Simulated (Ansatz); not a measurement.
One change: `O[Si](O)([SiH3])Cl` becomes `O[SiH]([SiH3])Cl`.

Ansatz, PBE0-D4/def2-TZVP geometries, multiplicity 1. Each molecule was computed in one conformer, which needn't be the lowest.

```json
{"property": "LUMO energy (ωB97M-V/def2-TZVPP) / eV", "`O[Si](O)([SiH3])Cl`": "1.82"}
{"property": "HOMO energy (PBE/def2-TZVPP) / eV", "`O[Si](O)([SiH3])Cl`": "-7.05"}
{"property": "HOMO–LUMO gap (ωB97M-V/def2-TZVPP) / eV", "`O[Si](O)([SiH3])Cl`": "12.18"}
{"property": "LUMO energy (PBE0/def2-TZVPP) / eV", "`O[Si](O)([SiH3])Cl`": "0.07"}
{"property": "LUMO energy (B3LYP/def2-TZVPP) / eV", "`O[Si](O)([SiH3])Cl`": "-0.12"}
{"property": "size of the dipole moment (B3LYP/def2-TZVPP) / D", "`O[Si](O)([SiH3])Cl`": "1.22"}
```

Task: What does the change do to each property? (An estimate is asked.)

Result: The calculation gave: 
```csv
property,`O[SiH]([SiH3])Cl`,shift
LUMO energy (ωB97M-V/def2-TZVPP) / eV,1.35,-0.47
HOMO energy (PBE/def2-TZVPP) / eV,-6.93,0.12
HOMO–LUMO gap (ωB97M-V/def2-TZVPP) / eV,11.56,-0.62
LUMO energy (PBE0/def2-TZVPP) / eV,-0.35,-0.42
LUMO energy (B3LYP/def2-TZVPP) / eV,-0.56,-0.44
size of the dipole moment (B3LYP/def2-TZVPP) / D,1.30,0.08
```

With PBE0 the HOMO rises by 0.15 eV and the LUMO falls by 0.42 eV, so the gap narrows by about 0.57 eV. PBE moves the HOMO by 0.12 eV and ωB97M-V by 0.15 eV. The zero-point energy changes by -15.6 kJ/mol with -3 modes. Dipoles are sizes alone; their direction can turn.

Positive LUMOs are unbound, so they and the gaps depend on the basis.

B3LYP here is the variant with VWN-RPA as its local correlation; programs differ in this.
